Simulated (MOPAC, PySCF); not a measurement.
[Cd(F)2], neutral singlet in the gas phase. 

Cartesian coordinates (Å):
```xyz
3

Cd     0.0000     0.0000     0.0000
F      1.4911    -0.6098    -1.0605
F     -1.4911     0.6098     1.0605
```
Charge 0, multiplicity 1.

All levels are single points at this geometry (BP86-D3(BJ)/def2-SVP); Pople sets use spherical d functions. Orbital energies aren't observables, and empty levels follow the basis.

TPSSh-D3(BJ)/def2-TZVP in PySCF gives HOMO (eV) = -8.98.

Q: Estimate the HOMO (eV) from each of these levels: B3LYP-D3(BJ)/def2-TZVP in PySCF; PBE-D3(BJ)/def2-TZVP in PySCF; B3LYP/6-311+G** (LANL2DZ on Cd) in PySCF; B3LYP/6-31G* (LANL2DZ on Cd) in PySCF; B3LYP/LANL2DZ in PySCF; M06-2X/6-31G* (LANL2DZ on Cd) in PySCF; PBE/6-31G* (LANL2DZ on Cd) in PySCF; SVWN5/6-31G* (LANL2DZ on Cd) in PySCF; HF/6-31G* (LANL2DZ on Cd) in PySCF; PM3 in MOPAC; PM6 in MOPAC; PM7 in MOPAC.

A: 
| level | HOMO (eV) |
|---|---|
| B3LYP-D3(BJ)/def2-TZVP in PySCF | -9.81 |
| PBE-D3(BJ)/def2-TZVP in PySCF | -8.15 |
| B3LYP/6-311+G** (LANL2DZ on Cd) in PySCF | -9.85 |
| B3LYP/6-31G* (LANL2DZ on Cd) in PySCF | -8.90 |
| B3LYP/LANL2DZ in PySCF | -9.40 |
| M06-2X/6-31G* (LANL2DZ on Cd) in PySCF | -11.23 |
| PBE/6-31G* (LANL2DZ on Cd) in PySCF | -7.25 |
| SVWN5/6-31G* (LANL2DZ on Cd) in PySCF | -7.53 |
| HF/6-31G* (LANL2DZ on Cd) in PySCF | -14.36 |
| PM3 in MOPAC | -12.93 |
| PM6 in MOPAC | -12.26 |
| PM7 in MOPAC | -13.70 |
